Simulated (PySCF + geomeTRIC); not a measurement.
Species: C₃H₅I, SMILES `IC1CC1` (charge 0, multiplicity 1).

Task: Give a relaxed geometry from PySCF + geomeTRIC with TPSSh-D3(BJ)/def2-TZVP.

Result: the end point of this relaxation (outside a Z-matrix the atoms follow the SMILES, hydrogens last).
Z-matrix (Å, degrees):
```
C
H 1 1.0805
C 1 1.4947 2 119.04
H 3 1.0819 1 118.02 2 -144.21
H 3 1.0835 4 114.75 1 -144.67
C 1 1.4947 2 119.04 3 70.58
H 6 1.0819 1 118.03 2 144.21
H 6 1.0835 7 114.75 1 144.68
I 1 2.1229 2 109.79 6 144.73
```
